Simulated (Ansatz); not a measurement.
The cluster TaSi₂⁺. Total charge 1; triplet. Geometry B3LYP-D4/def2-TZVP.

```tsv
atom	x (Å)	y (Å)	z (Å)
Ta1	0.010	-0.767	1.162
Si2	-0.034	1.348	0.056
Si3	0.024	-0.581	-1.218
```

In the def2 sets Ta takes a core potential; there is no spin–orbit coupling. LC-ωPBE has ω = 0.4 bohr⁻¹. B3LYP takes the VWN-RPA correlation. At r2SCAN-D4/def2-TZVP, r2SCAN0-D4/def2-TZVP, LC-ωPBE/def2-TZVP the charge 1 triplet is spin-contaminated (final ⟨S²⟩ up to 2.26, 2.00 for a pure state). The structure comes from a short search, and lower isomers may exist.

Problem. Estimate the α-spin orbital energies around the gap (eV) in Ansatz with PBE-D4/def2-TZVP, r2SCAN-D4/def2-TZVP, B3LYP-D4/def2-TZVP, r2SCAN0-D4/def2-TZVP, LC-ωPBE/def2-TZVP.

Solution. 
| orbital | PBE-D4/def2-TZVP | r2SCAN-D4/def2-TZVP | B3LYP-D4/def2-TZVP | r2SCAN0-D4/def2-TZVP | LC-ωPBE/def2-TZVP |
| --- | --- | --- | --- | --- | --- |
| HOMO−9 | -44.13 | -45.41 | -46.37 | -47.75 | -49.83 |
| HOMO−8 | -43.84 | -45.21 | -46.24 | -47.70 | -49.79 |
| HOMO−7 | -43.68 | -45.07 | -46.06 | -47.52 | -49.65 |
| HOMO−6 | -17.97 | -18.38 | -19.27 | -19.77 | -22.74 |
| HOMO−5 | -14.65 | -14.92 | -15.69 | -16.08 | -18.68 |
| HOMO−4 | -11.62 | -11.79 | -12.18 | -12.53 | -14.56 |
| HOMO−3 | -11.33 | -11.47 | -11.90 | -12.27 | -14.40 |
| HOMO−2 | -11.07 | -11.18 | -11.69 | -12.05 | -14.38 |
| HOMO−1 | -10.41 | -10.91 | -11.29 | -11.99 | -14.13 |
| HOMO | -10.41 | -10.70 | -11.14 | -11.63 | -13.70 |
| LUMO | -9.75 | -9.47 | -8.83 | -8.47 | -6.09 |
| LUMO+1 | -8.33 | -8.21 | -7.69 | -7.49 | -5.46 |
| LUMO+2 | -8.24 | -8.03 | -7.51 | -7.24 | -5.23 |
| LUMO+3 | -7.44 | -7.24 | -6.93 | -6.69 | -5.03 |
| LUMO+4 | -7.31 | -7.21 | -6.81 | -6.60 | -4.85 |
| LUMO+5 | -6.85 | -6.67 | -6.16 | -5.85 | -3.68 |
| β HOMO | -10.73 | -10.84 | -11.31 | -11.51 | -13.40 |
| β LUMO | -9.36 | -9.06 | -8.66 | -8.18 | -6.04 |
